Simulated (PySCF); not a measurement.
Gas-phase reaction: 2 TiCl₃NH₂ + N₂ + 2 Cl = 2 TiCl₄ + 2 N₂H₂

Energies from PySCF, thermal terms from the rigid-rotor harmonic-oscillator model, ideal gas at 1 bar. † marks an energy on the PBE0/def2-TZVP geometry and frequencies. MP2 freezes the core. Open shells (unrestricted): Cl (multiplicity 2); the rest are closed-shell singlets. Spin-orbit splitting is ignored; it lowers the true energy and changes the entropy of Cl. B3LYP is the form with VWN-RPA correlation. TiCl₃NH₂: computed as isolated molecules; such fragments, hydroxides, amides, oligomers or adducts are transient or little studied in the gas. MP2 isn't extrapolated to the basis-set limit.

B3LYP/def2-TZVP† gives ΔH°(298 K) = -55 kJ.

Task: What do PBE0/def2-SVP†, ωB97M-V/def2-TZVP†, MP2/def2-TZVPP† give?

Result: PBE0/def2-SVP†: -75 kJ; ωB97M-V/def2-TZVP†: -61 kJ; MP2/def2-TZVPP†: -50 kJ. For scale, ΔH°(298 K) is -55 kJ at this level, -61 kJ at ωB97M-V/def2-TZVP†, and runs from -191 to 144 kJ over the 17 levels computed.
